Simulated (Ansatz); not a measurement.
## H$_{2}$ ··· CH$_{3}$I

The pair of H$_{2}$ (SMILES [H][H], atoms 1–2) and CH$_{3}$I (SMILES CI, atoms 3–7), both closed shells, in one local arrangement (a lower one may exist), relaxed at PBE0-D4/def2-TZVP:

```
7
angstrom
H 0.3073 0.1614 -2.7053
H 0.1332 -0.4305 -2.2833
C -0.0421 0.2751 1.0298
I -0.4713 -1.7884 0.7322
H -0.9127 0.7296 1.4922
H 0.8264 0.3410 1.6778
H 0.1594 0.7119 0.0564
```

Computed with Ansatz 0.2.0 (basis: def2-TZVPPD, with def2-QZVPPD for the basis limit); correlated methods freeze the cores. Filled d shells of the heavier atoms are correlated. Core potentials replace the inner electrons of the atoms past krypton. The def2 sets are not built for correlating such inner shells, so the correlated values are less sure here. B3LYP uses VWN-RPA correlation. Extrapolation: Hartree–Fock as exp(−7.88 √X), correlation as X^−2.97. Interaction energies count from these two fragments, frozen as in the pair, with the counterpoise correction; negative means bound.

Q: What is the interaction energy by CCSD(T) at an estimated basis limit (MP2 extrapolated from triple and quadruple zeta, plus CCSD(T) − MP2 in triple zeta)? (An estimate is asked for; the value comes from the calculation.)

A: By the calculation: -0.64 kcal/mol. Hartree–Fock alone gives 0.34 kcal/mol at the basis limit, so without correlation the pair would not bind at this distance. It counts from the two fragments frozen as in the pair.

The same quantity by other methods in triple zeta, and each one's difference from that estimate:
```json
{"method": "PBE-D4", "E_int (kcal/mol)": "-0.93", "difference": "-0.29"}
{"method": "revPBE-D4", "E_int (kcal/mol)": "-0.63", "difference": "0.01"}
{"method": "BLYP-D4", "E_int (kcal/mol)": "-0.46", "difference": "0.18"}
{"method": "r2SCAN-D4", "E_int (kcal/mol)": "-0.41", "difference": "0.22"}
{"method": "B97M-V", "E_int (kcal/mol)": "-0.73", "difference": "-0.10"}
{"method": "PBE0-D4", "E_int (kcal/mol)": "-0.80", "difference": "-0.16"}
{"method": "B3LYP-D4", "E_int (kcal/mol)": "-0.57", "difference": "0.07"}
{"method": "HSE06-D4", "E_int (kcal/mol)": "-0.81", "difference": "-0.18"}
{"method": "wB97X-V", "E_int (kcal/mol)": "-0.66", "difference": "-0.03"}
{"method": "wB97M-V", "E_int (kcal/mol)": "-0.62", "difference": "0.02"}
{"method": "B2PLYP", "E_int (kcal/mol)": "-0.18", "difference": "0.46"}
{"method": "HF", "E_int (kcal/mol)": "0.35", "difference": "0.98"}
{"method": "MP2", "E_int (kcal/mol)": "-0.52", "difference": "0.12"}
{"method": "CCSD", "E_int (kcal/mol)": "-0.37", "difference": "0.26"}
{"method": "CCSD(T)", "E_int (kcal/mol)": "-0.48", "difference": "0.16"}
```
Differences are method less estimate.

Q: Which atoms make the shortest contact between the fragments?

A: H2 and H7, 2.60 Å apart.

Basis-set superposition shift (counterpoise-corrected less uncorrected): CCSD(T) 0.27; MP2 0.26; HF 0.01; PBE0-D4 0.01; wB97M-V 0.02 kcal/mol.

No T1 diagnostic of these runs exceeds 0.008.

For scale, one of the runs: CCSD(T)/def2-TZVPPD, 181 basis functions, launched by `ansatz run in.yaml --threads 2 --pin off --events-out ev --progress --plain --max-ram 5222MiB`. The run took 66 s on 2 CPU threads of an Arm Neoverse V1 (shared host), with 2 GiB of host memory at its peak.
